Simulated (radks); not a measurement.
Results of a calculation; reference values are marked as such.
Task: Code: a radial shooting solver on a logarithmic mesh with Libxc functionals. Model: scalar-relativistic Kohn-Sham, PBE, spin-polarised, spherical densities, finite nucleus; open shells are filled with parallel spins first (spin-orbit coupling, left out, can overturn this in heavy ions); Fermi nuclear charge, rms radius of each element as measured or else 0.836 A^(1/3) + 0.57 fm. Response by self-consistent Sternheimer equations with the Hartree and adiabatic LDA kernel, the relativistic mass of each level held fixed and spin-orbit coupling left out. Rank As, Kr3+, Se+, Nb8+, Zr7+, Sr5+, Rb4+, Br2+ (NIST ground configurations) by static dipole polarisability, largest first.

Result: As 33.50, Se+ 14.25, Br2+ 8.201, Kr3+ 5.389, Rb4+ 3.820, Sr5+ 2.844, Zr7+ 1.737, Nb8+ 1.404 bohr^3.
